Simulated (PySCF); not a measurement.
The numbers are results of r2SCAN-D4/def2-TZVP // r2SCAN-D4/def2-SVP (PySCF), not measurements. Isolated molecules, 0 K electronic values unless said otherwise. One relaxed conformer stands for a flexible species; it need not be the lowest. Excitations are Tamm–Dancoff values on a coarser integration grid. The basis has no diffuse functions, so Rydberg states are missing or too high.

Reference species (SMILES): `S[SiH2][GeH2][SH]` (neutral, multiplicity 1).

```yaml
HOMO–LUMO gap: 4.83 eV
S1 excitation (TDA): 5.02 eV
S1 oscillator strength: 0.067
T1 excitation (TDA): 4.43 eV
```

Changed species: `[SiH2]([GeH2][SiH2][GeH2][SH])[GeH2][SiH2]S` (n = 3; the reference has n = 1).

Q: Give the shifts of the HOMO–LUMO gap, S1 excitation (TDA), S1 oscillator strength and T1 excitation (TDA).

A: the HOMO–LUMO gap decreases by 0.18 eV, to 4.65 eV; the S1 excitation (TDA) drops by 0.24 eV, to 4.78 eV; the S1 oscillator strength drops by 0.030, to 0.037; the T1 excitation (TDA) decreases by 0.09 eV, to 4.34 eV.
